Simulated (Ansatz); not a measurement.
Cost and result for the atomization energy of CH8BNO2Si, SMILES `COB(N)O[SiH3]` (14 atoms, 13 bonds).

```xyz
14

C     0.242   -0.049   -1.850
O    -0.177    1.056   -1.090
B    -0.191    1.020    0.280
N    -0.557    2.195    0.960
O     0.145   -0.094    1.010
Si    0.201   -1.719    1.089
H     0.228    0.244   -2.901
H     1.259   -0.360   -1.591
H    -0.430   -0.906   -1.728
H    -0.784    3.044    0.477
H    -0.596    2.246    1.961
H     0.277   -2.107    2.519
H     1.398   -2.245    0.381
H    -1.015   -2.325    0.484
```

Charge 0, multiplicity 1. Geometry: relaxed with PBE0-D4/def2-TZVP. It is one conformer, not always the lowest. Program: Ansatz. All runs use 2 threads of an AMD EPYC 7R13 on a shared host and a share of an NVIDIA H100 80 GB. Times are those of one run each, without the atoms' runs, and a repeat can differ threefold. Electronic energies, without spin–orbit coupling; frozen cores. CCSD(T)/CBS adds CCSD(T) − MP2 in def2-TZVPP to the MP2 limit, and its time is that of the two runs behind it. T1 = 0.011. B3LYP takes the VWN-RPA correlation (the form of Gaussian; ORCA's B3LYP/G).

CCSD(T)/CBS is a level of theory with its own doubt, some kJ/mol a heavy atom from the limit and from the frozen cores, so smaller differences don't rank the functionals.

```tsv
level	functions	wall time	atomization (kcal/mol)	difference from CCSD(T)/CBS	per bond
PBE0-D4/def2-TZVPP	309	2.3 s	1298.2	-5.3	-0.4
PBE-D4/def2-TZVPP (with forces)	309	2.8 s	1320.6	17.1	1.3
r2SCAN-D4/def2-TZVPP (with forces)	309	2.8 s	1304.8	1.3	0.1
B3LYP-D4/def2-TZVPP (with forces)	309	2.8 s	1306.2	2.7	0.2
B2PLYP/def2-TZVPP	309	2.8 s	1292.1	-11.4	-0.9
ωB97X-V/def2-TZVPP	309	4.2 s	1307.6	4.1	0.3
MP2/def2-QZVPP	595	4.3 s	1311.8	8.3	0.6
ωB97M-V/def2-TZVPP (with forces)	309	4.9 s	1309.2	5.7	0.4
CCSD(T)/def2-TZVPP	309	6 s	1268.5	-35.0	-2.7
CCSD(T)/CBS(def2)	–	10 s	1303.5	0.0	0.0
```

The D4 term adds +10.8 kcal/mol with B3LYP and +5.7 kcal/mol with PBE0; it sums over pairs of atoms, weighted by their polarisabilities, and B3LYP, whose exchange is more repulsive, gets the larger term. In def2-TZVPP, CCSD(T) changes the Hartree–Fock value by +310.7 kcal/mol (the triples alone add +16.8 kcal/mol) and MP2 by +333.0 kcal/mol; breaking electron pairs costs correlation energy, which Hartree–Fock lacks. From PBE to PBE0 (25 % exact exchange), in def2-TZVPP and without D4, the atomization energy moves by −21.3 kcal/mol: exact exchange takes away binding that semilocal exchange gives to molecules.
